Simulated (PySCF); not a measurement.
# Two-component Hartree-Fock for Ba²⁶⁺ (barium, charge +26)

Start: [Ar] 3d10 4s2. Calculated with PySCF 2.14 in an uncontracted even-tempered set (19 s from 0.86 bohr⁻², ratio 2.6; 15 p from 1.1 bohr⁻², ratio 2.6; 10 d from 1.1 bohr⁻², ratio 2.6; 6 f from 1.2 bohr⁻², ratio 2.8): generalised Hartree-Fock with the X2C-1e Hamiltonian and a Gaussian nucleus; spin-orbit coupling (SO) screened by Boettger's factors.

| spinor shell | electrons | ε, screened SO (eV) | weight of nominal j (screened SO) | rms radius, screened SO (bohr) |
| --- | --- | --- | --- | --- |
| 1s1/2 | 2 | -38480.4 | 1.000 | 0.0292 |
| 2s1/2 | 2 | -6889.9 | 1.000 | 0.119 |
| 2p1/2 | 2 | -6529.1 | 1.000 | 0.102 |
| 2p3/2 | 4 | -6142.6 | 1.000 | 0.108 |
| 3s1/2 | 2 | -2110.0 | 1.000 | 0.306 |
| 3p1/2 | 2 | -1956.6 | 1.000 | 0.298 |
| 3p3/2 | 4 | -1877.2 | 1.000 | 0.309 |
| 3d3/2 | 4 | -1618.2 | 1.000 | 0.279 |
| 3d5/2 | 6 | -1601.3 | 1.000 | 0.282 |
| 4s1/2 | 2 | -933.67 | 1.000 | 0.642 |

```json
{"quantity": "E (hartree)", "screened SO": "-7806.06751"}
{"quantity": "M_J", "screened SO": "0"}
{"quantity": "⟨J²⟩", "screened SO": "0.000"}
{"quantity": "⟨L²⟩", "screened SO": "0.018"}
{"quantity": "⟨S²⟩", "screened SO": "0.018"}
```

Breit and QED terms are absent; they matter most for the inner s and p1/2 levels.

Densities and radii are taken from the X2C orbitals without a picture-change correction, which distorts them close to the nucleus.
